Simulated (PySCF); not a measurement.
Cl4Hf, multiplicity 1. Atoms are numbered in the order given.

```xyz
5

Hf     0.0000     0.0000     0.0000
Cl     1.3504     1.3504    -1.3504
Cl    -1.3504     1.3504     1.3504
Cl    -1.3504    -1.3504    -1.3504
Cl     1.3504    -1.3504     1.3504
```
Charge 0, spin multiplicity 1.

Coordinates come from a B3LYP-D3(BJ)/def2-SVP optimisation. The multiplicity is an assumed one; other spin states were not compared. The isomer is the one that the SMILES or the coordinates give; other isomers of the formula were not compared. The def2 effective core potentials stand for the cores of Hf; spin–orbit coupling is left out.

These are B3LYP-D3(BJ)/def2-SVP (PySCF) values and carry that method's errors.

Frequencies are harmonic and unscaled.

Modes within 1.5 cm⁻¹ of each other (mostly degenerate sets) share a row, with their intensities summed.

| mode | ν (cm⁻¹) | IR (km/mol) | Raman (Å⁴/amu) | depolarisation | moving atoms (share of kinetic energy) |
|---|---|---|---|---|---|
| 1–5 | 98 | 10.8 | 9.4 | 0.75 | Cl 79 %, Hf 21 % |
| 6 | 376 | 0.0 | 16.5 | 0.00 | Cl 100 % |
| 7–9 | 393 | 224.2 | 2.1 | 0.75 | Cl 77 %, Hf 23 % |
